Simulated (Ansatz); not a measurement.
**Si3NH9 (trisilylamine): methods side by side**

The species is Si3NH9 (13 atoms), meant as a singlet with charge 0. SMILES: `[SiH3]N([SiH3])[SiH3]`. The shape is that of a PBE0-D4/def2-TZVP optimisation.

```tsv
atom	x (Å)	y (Å)	z (Å)
Si	-0.5194	1.4407	-0.8158
N	-0.0007	-0.0001	0.0003
Si	0.7849	0.1121	1.5436
Si	-0.2656	-1.5529	-0.7275
H	-1.1481	1.0193	-2.0967
H	-1.5128	2.1957	-0.0072
H	0.6259	2.3435	-1.1054
H	0.0202	-0.6077	2.5961
H	2.1581	-0.4558	1.4969
H	0.8628	1.5558	1.8942
H	-1.7138	-1.8135	-0.9403
H	0.2856	-2.5751	0.2024
H	0.4230	-1.6620	-2.0407
```

Quantity: the vertical ionisation energy (to the doublet cation), in eV. The values are calculated.

```
                               level                    kind  program  value (eV)  less CCSD(T)/6-31G*  CPU time (all runs)
     HF/6-31G* (spherical functions)            Hartree–Fock   Ansatz        8.72                -0.52                6.3 s
    PBE/6-31G* (spherical functions)                     GGA   Ansatz        8.99                -0.25                 24 s
 r2SCAN/6-31G* (spherical functions)                meta-GGA   Ansatz        9.19                -0.05                 47 s
  B3LYP/6-31G* (spherical functions)           global hybrid   Ansatz        9.28                +0.04                 26 s
  HSE06/6-31G* (spherical functions)  range-separated hybrid   Ansatz        9.31                +0.07                 30 s
RPA@PBE/6-31G* (spherical functions)                     RPA   Ansatz        9.16                -0.08                 38 s
BCCD(T)/6-31G* (spherical functions)   coupled cluster or CI   Ansatz        9.24                 0.00                 72 s
CCSD(T)/6-31G* (spherical functions)   coupled cluster or CI   Ansatz        9.24                 0.00                 55 s
```

CCSD(T)/6-31G* (spherical functions) is the highest level here, not the true value. The values span 8.72 to 9.31 eV. CPU times are rough (shared hosts, several kinds of processor and program).
